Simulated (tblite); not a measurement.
Species: C9H12O.
Geometry (GFN2-xTB, Å), atoms numbered from 1 in this order:
```
atom  x, y, z in Å
C1     3.815    1.145    0.362
C2     2.632    1.173    0.156
C3     1.246    1.224   -0.093
C4     0.476    0.136   -0.139
C5     0.948   -1.275    0.076
C6    -0.237   -2.142   -0.349
C7    -1.449   -1.279   -0.007
C8    -1.010    0.136   -0.402
C9    -1.781    1.228    0.350
O10   -1.579    2.521   -0.167
H11    4.848    1.125    0.545
H12    0.825    2.210   -0.235
H13    1.860   -1.488   -0.483
H14    1.173   -1.424    1.136
H15   -0.202   -2.318   -1.426
H16   -0.255   -3.107    0.156
H17   -1.639   -1.312    1.068
H18   -2.353   -1.596   -0.525
H19   -1.177    0.280   -1.480
H20   -1.447    1.275    1.389
H21   -2.854    0.977    0.341
H22   -1.850    2.531   -1.092
```

Method: GFN2-xTB as coded in tblite; computed harmonic values from a numerical Hessian at the method's own geometry, unscaled. The method is semi-empirical: single wavenumbers can be off by several per cent or more. One conformer, not necessarily the lowest.

Harmonic wavenumbers (cm⁻¹): 52.5, 91.9, 108.3, 116.3, 181.6, 202.2, 294.4, 308.0, 348.1, 379.0, 424.3, 459.0, 540.0, 579.9, 585.4, 635.7, 666.9, 803.3, 835.3, 864.4, 901.4, 952.3, 980.4, 992.1, 1045.5, 1053.9, 1062.6, 1091.0, 1100.5, 1132.8, 1155.9, 1179.3, 1183.6, 1207.5, 1261.5, 1273.6, 1289.0, 1298.6, 1318.2, 1323.8, 1331.2, 1349.7, 1467.2, 1474.7, 1488.8, 1500.0, 1694.4, 2252.1, 2858.0, 2871.5, 2948.3, 2974.1, 2983.1, 2988.0, 2996.7, 3004.7, 3014.3, 3062.9, 3394.2, 3538.3.

A = 1661, B = 1065, C = 677.1 MHz; mass 136.089 u (most abundant isotopes); point group C1, symmetry number 1.

Problem. Zero-point energy?

Solution. ½Σν̃ = 40236 cm⁻¹ = 481.33 kJ/mol.

Problem. Give the ideal-gas entropy at 400 K and 1 bar in the rigid-rotor, harmonic-oscillator model (classical rotation).

Solution. Translation 176.24, rotation 129.08, vibration 174.03: S = 479.4 J/(mol K).

Problem. And Cp and H(400 K) − H(0)?

Solution. Cp = 223.94 J/(mol K), of which vibrations give 190.68 (their classical limit is 60 R = 498.9); H(400 K) − H(0) = 50.57 kJ/mol without the zero-point energy, 37.26 from vibrations.

Problem. Blend soft modes into free rotors: weight 1/[1 + (100 cm⁻¹/ν̃)⁴] for the oscillator and the rest for a rotor with moment μB/(μ + B), μ = h/(8π²ν), B = 10⁻⁴⁴ kg m². What vibrational entropy results?

Solution. 163.16 J/(mol K) in place of 174.03, which changes −T·S at 400 K by +4.35 kJ/mol.

Problem. Which modes carry the vibrational entropy at 400 K?

Solution. 52.5 cm⁻¹: 22.19; 91.9 cm⁻¹: 17.56; 108.3 cm⁻¹: 16.21; 116.3 cm⁻¹: 15.62; 181.6 cm⁻¹: 12.00; 202.2 cm⁻¹: 11.14 J/(mol K); the other 54 give 79.32 together.

Problem. How do the functions run with temperature in this model?

Solution. 
| T (K) | S (J/(mol K)) | Cp (J/(mol K)) | H − H(0) (kJ/mol) | G − H(0) (kJ/mol) | ln q(vib) |
| --- | --- | --- | --- | --- | --- |
| 50 | 247.5 | 54.7 | 2.06 | -10.32 | 0.41 |
| 100 | 293.3 | 79.5 | 5.43 | -23.90 | 1.56 |
| 298.15 | 421.2 | 173.6 | 30.28 | -95.30 | 6.90 |
| 373.15 | 464.2 | 211.2 | 44.72 | -128.51 | 8.98 |
| 500 | 534.1 | 266.9 | 75.17 | -191.87 | 12.54 |
| 750 | 658.3 | 344.7 | 152.39 | -341.30 | 19.50 |
| 1000 | 764.8 | 395.2 | 245.30 | -519.52 | 26.10 |

q(vib) and H(0) count from the zero-point level.

Problem. What must be added to the electronic energy to get the Gibbs energy at 400 K and 1 bar?

Solution. ZPE + [H(400 K) − H(0)] − T·S = 481.33 + 50.57 − 191.74 = 340.16 kJ/mol.

Hindered rotation and anharmonicity are outside this model. Other conformers, if any are populated, would add a mixing term that is left out. The structure is chiral; the term R ln 2 for an equal mix with its mirror image is left out.

Time: 0.95 s wall. Hardware: Arm Neoverse V1, one thread, shared host with 64 logical CPUs at a one-minute load of 14. The figure is for the frequency step alone.
